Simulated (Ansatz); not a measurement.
Reaction (cleavage of the Ge–Al bond): `[AlH2][CH2][AlH][GeH3]` + `O[SiH](O)O` → `O[SiH](O)[O][GeH3]` + `[AlH2][CH2][AlH2]`

Computed with Ansatz on PBE0-D4/def2-TZVP structures; ΔE is electronic, products minus reactants. CCSD(T)/CBS adds triple-zeta CCSD(T) − MP2 to the extrapolated MP2 energy (def2 sets, frozen cores). Functionals use def2-TZVPP. For Ge outer-core shells are correlated without core-valence functions, which leaves a few kJ/mol of doubt a bond. Scalar relativity is left out up to krypton. One conformer a species, not always the lowest.

```tsv
level	ΔE (kJ/mol)
PBE0-D4	8.3
B2PLYP	-8.5
CCSD/def2-TZVPP	-8.6
CCSD(T)/def2-TZVPP	-6.9
```

Task: What does CCSD(T)/CBS give? (An estimate is asked.)

Result: The calculation gave: -2.1 kJ/mol. The listed levels differ from it by 10.4, -6.4, -6.5, -4.8 kJ/mol.

Largest T1 diagnostic among the species: 0.012.

In def2-TZVPP, CCSD(T) changes the Hartree–Fock value by +22.2 kJ/mol (the triples alone add +1.6 kJ/mol) and MP2 by +18.3 kJ/mol. From PBE to PBE0 (25 % exact exchange), in def2-TZVPP and without D4, ΔE moves by −4.6 kJ/mol.

CCSD(T)/CBS has its own doubt, a few kJ/mol and more with outer-core shells, so smaller differences from it don't rank the levels.
